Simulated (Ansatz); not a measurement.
GaNF₃H₃⁺, that is Ga(NH3)F3 with one electron fewer. Total charge 1; doublet. Geometry PBE-D4/def2-SVP, that of the neutral singlet; atoms count from 1.

```xyz
8

Ga   -0.098   -0.754   -0.737
N     0.095    0.725    0.709
H     1.087    0.966    0.841
H    -0.288    0.396    1.606
H    -0.416    1.572    0.422
F    -0.891   -2.015    0.225
F     1.609   -1.000   -1.146
F    -1.098    0.110   -1.920
```

**Question.** Estimate the Mulliken populations from the PBE0/def2-TZVP orbitals of Ansatz.

**Answer.** 
```
atom  charge (e)  spin (α − β)
 Ga1        0.93         -0.06
  N2       -0.46          0.26
  H3        0.35          0.00
  H4        0.35          0.00
  H5        0.35          0.00
  F6       -0.18          0.27
  F7       -0.18          0.27
  F8       -0.18          0.27
```
Mulliken values and Mayer orders depend strongly on the basis.

**Question.** Where does the spin sit?

**Answer.** Summed by element: Ga -0.06, N 0.26, H 0.00, F 0.80, of 1 unpaired in all. Largest on single atoms: F8 0.27, F6 0.27, F7 0.27.

**Question.** And the Mayer bond orders between bonded heavy atoms (over 0.3)?

**Answer.** Ga1–N2 0.55 (2.08 Å); Ga1–F6 0.92 (1.77 Å); Ga1–F7 0.92 (1.77 Å); Ga1–F8 0.92 (1.77 Å).
